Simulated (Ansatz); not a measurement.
GeS2, relaxed as a singlet with RKS PBE0-D4/def2-TZVP in Ansatz, starting from the GFN1-xTB geometry. Force threshold 0.02 eV/Å.

Another isomer (singlet) lies 0.08 eV lower at PBE0-D4/def2-TZVP; other spin states weren't run for this one.

Start:

```xyz
3

Ge    0.2966    0.5771    1.0659
S    -1.1850   -0.3586   -0.2066
S     0.8884   -0.2185   -0.8593
```

(1) Estimate the energy that the relaxation releases and the steps that it takes.

(2) Does the start keep its bonding and symmetry?

(3) Predict the relaxed structure.

Results:

(1) 3.9 kJ/mol, in 3 steps; 2.9 s on 4 threads of Arm Neoverse V2 on a shared host. No frequencies were taken in this run, so the end may be a saddle point.

(2) By distances, no bond broke or formed. The bond that changes most is Ge1–S2, from 2.17 to 2.21 Å (atoms count from 1). Point group C2v at the start, C2v at the end, both within 0.05 Å.

(3) 
```xyz
3

Ge    0.306    0.596    1.101
S    -1.174   -0.367   -0.229
S     0.867   -0.229   -0.872
```
Bond lengths: 2 × Ge–S 2.21 Å; 1 × S–S 2.14 Å.
